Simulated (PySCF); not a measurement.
Fractional electron number in Mo⁻ (molybdenum, charge -1)

The 5s beta orbital of [Kr] 4d5 5s2 is emptied in steps (occupation f), with all orbitals relaxed, ending at [Kr] 4d5 5s1. Computed with PySCF 2.14 in aug-cc-pVTZ-PP with ECP28MDF (6s6p5d3f2g, 88 functions), with scalar relativity through the core potential. The exact energy is a straight line in f; departures are measured from the line between the end points of the same method.

```tsv
f	BHandHLYP (eV)
1	0.000
0.75	-0.175
0.5	-0.241
0.25	-0.186
0	0.000
```

Question: For BHandHLYP, how does the orbital energy at f = 1 compare with the removal energy?

Answer: −ε = -0.352 eV against a total-energy difference of 0.547 eV. By Janak's theorem ε = ∂E/∂f, so the gap between them reflects the curvature. Along the path −ε is 0.057 (f = 0.75), 0.516 (f = 0.5), 1.027 (f = 0.25) eV.

At f = 1 the orbital energy is positive for BHandHLYP: only the finite basis holds the electron.

Reference removal energy between the ground levels: 0.747 eV (measured; photodetachment measurements, as compiled on the Wikipedia data page of electron affinities).
